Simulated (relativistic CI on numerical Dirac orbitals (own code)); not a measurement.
## What each ingredient does to the levels of Eu4+

Base calculation: Dirac-Coulomb-Breit CI, KLI orbitals optimised for each configuration, model QED (radiative potential, 1s self-energy scaled to tabulated hydrogen-like ionisation energies), valence Slater integrals scaled by 0.85, P86 correlation energy added to each configuration.

Configurations in the expansion (outside the closed core [Kr] 4d10 5s2): 4f5.5p6, 4f4.5p6.5d, 4f7.5p4, 4f4.5p6.6s, 4f5.5p5.6s, 4f4.5p6.6d, 4f4.5p6.7s, 4f4.5p6.8s, 4f3.5p6.6s2. Levels of other configurations are missing.

Variants: (1) Slater integrals left unscaled; (2) no correlation estimate; (3) only the first configuration; (4) only the first 3 configurations. Shifts of the energy above 4f5.5p6 6H°_5/2, in cm⁻¹, for the lowest level and the first level of each name with at least 55 % of one term (blank where a level changes its place among those of its configuration and J or its character, or is not in the variant):

| Level | Base | Δ(1) | Δ(2) | Δ(3) | Δ(4) |
| --- | --- | --- | --- | --- | --- |
| 4f5.5p6 6H°_5/2 | 0.0 | 0.0 | 0.0 | 0.0 | 0.0 |
| 4f5.5p6 6H°_7/2 | 1303.2 | -46.6 | -0.1 | -3.6 | 0.0 |
| 4f5.5p6 6H°_9/2 | 2799.7 | -70.4 | -0.1 | -5.9 | 0.0 |
| 4f5.5p6 6H°_11/2 | 4417.1 | -62.5 | -0.1 | -6.3 | 0.0 |
| 4f5.5p6 6H°_13/2 | 6101.7 | -20.5 | -0.2 | -4.6 | 0.0 |
| 4f5.5p6 6F°_1/2 | 7770.1 | +1007.4 | +0.1 | +4.2 | 0.0 |
| 4f5.5p6 6H°_15/2 | 7807.8 | +58.0 | -0.2 | -0.7 | 0.0 |
| 4f5.5p6 6F°_3/2 | 8024.9 | +1051.4 | +0.1 | +7.0 | 0.0 |
| 4f5.5p6 6F°_5/2 | 8594.9 | +1094.1 | +0.1 | +10.5 | 0.0 |
| 4f5.5p6 6F°_7/2 | 9681.1 | +1073.8 | +0.1 | +9.9 | 0.0 |
| 4f5.5p6 6F°_9/2 | 11171.1 | +1047.2 | 0.0 | +8.2 | 0.0 |
| 4f5.5p6 6F°_11/2 | 12909.1 | +1050.5 | 0.0 | +6.3 | 0.0 |
| 4f5.5p6 4F°_3/2 | 20193.6 | +3372.4 | +0.7 | +111.5 | +0.3 |
| 4f5.5p6 4M°_15/2 | 21127.0 | +3714.7 | -0.2 | -32.1 | 0.0 |
| 4f5.5p6 4G°_7/2 | 21926.7 | +3456.7 | +0.9 | +138.9 | +0.4 |
| 4f5.5p6 4I°_9/2 | 22195.5 | +3474.4 | +0.6 | +98.0 | +0.4 |
| 4f5.5p6 4I°_11/2 | 22721.4 | +3581.3 | +0.4 | +63.8 | +0.3 |
| 4f5.5p6 4M°_17/2 | 23333.4 | +3595.6 | -0.3 | -50.3 | 0.0 |
| 4f5.5p6 4G°_9/2 | 25148.9 | +3543.8 | +0.8 | +124.2 | +0.4 |
| 4f5.5p6 4M°_19/2 | 25161.2 | +3578.5 | -0.4 | -55.4 | 0.0 |
| 4f5.5p6 4M°_21/2 | 26604.4 | +3639.2 | -0.4 | -56.0 | 0.0 |
| 4f5.5p6 4L°_13/2 | 26901.2 | +3995.2 | +0.1 | +15.6 | +0.1 |

At this charge configurations can still be misplaced by up to about 7 % of their energy. Levels and lines within the n = 5 or 6 shells can be off by up to 10 % or somewhat more, and those that change n by about 2 %, since core polarisation is missing.

Ionisation energy from the two ground configurations alone: base 70.43 eV; Slater integrals left unscaled 70.12 eV; no correlation estimate 69.01 eV.

LS names give the leading component of a level, which can be under half, so a name can repeat, a term be missing and a line seem to break the LS rules.
